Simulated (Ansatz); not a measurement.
Born–Oppenheimer molecular dynamics of Cl$_{3}$FH$_{3}$NZr (9 atoms, charge 0, multiplicity 1). It starts at the highest image of a converged band. Of that band: A vibrational analysis at the climbing image gives one clearly imaginary mode, 66i cm⁻¹, and a faint second one (34i cm⁻¹) that may be numerical noise or a soft torsion: probably a first-order saddle point.

Level of theory: Ansatz, RKS B3LYP-D4/def2-SVP.

```json
{
  "ensemble": "NVE (velocity Verlet)",
  "time step": "0.5 fs",
  "steps asked": "200",
  "starting velocities drawn for": "100 K",
  "seed": "10919"
}
```

First frame:

```xyz
9
Properties=species:S:1:pos:R:3
Zr 0.281 -0.493 -0.028
N 0.201 -0.208 2.343
H -0.756 -0.231 2.704
H 0.577 0.700 2.630
Cl 1.920 0.518 -1.383
Cl -1.168 1.427 0.276
Cl -1.212 -1.884 -1.202
F 1.389 -1.884 0.734
H 0.745 -0.942 2.804
```

Problem. How far do the bonds stretch over the last three quarters of this one trajectory? (Pairs bonded in most of those frames.)

Solution. 
| bond | mean (Å) | spread (Å) | shortest | longest |
| --- | --- | --- | --- | --- |
| Zr1–N2 | 2.379 | 0.025 | 2.35 | 2.42 |
| Zr1–Cl5 | 2.358 | 0.025 | 2.32 | 2.39 |
| Zr1–Cl6 | 2.426 | 0.008 | 2.42 | 2.44 |
| Zr1–Cl7 | 2.361 | 0.013 | 2.34 | 2.38 |
| Zr1–F8 | 1.933 | 0.010 | 1.92 | 1.95 |
| N2–H3 | 1.024 | 0.012 | 1.00 | 1.04 |
| N2–H4 | 1.025 | 0.002 | 1.02 | 1.03 |
| N2–H9 | 1.024 | 0.010 | 1.01 | 1.04 |

Mean temperature of the second half: 51 K. The conserved energy stayed within 0.04 meV per atom of its start (net change 0.036 meV per atom), so the integration is sound. A run of 0.1 ps of so small a system gives no equilibrium averages. The orbitals stay closed-shell, which can raise the energy where a bond breaks towards radicals; this wasn't checked here.

Run time: 9.5 min on 4 threads of Intel(R) Xeon(R) Platinum 8259CL CPU @ 2.50GHz (Skylake/Cascade Lake), on a shared host, peak memory 0.39 GiB.
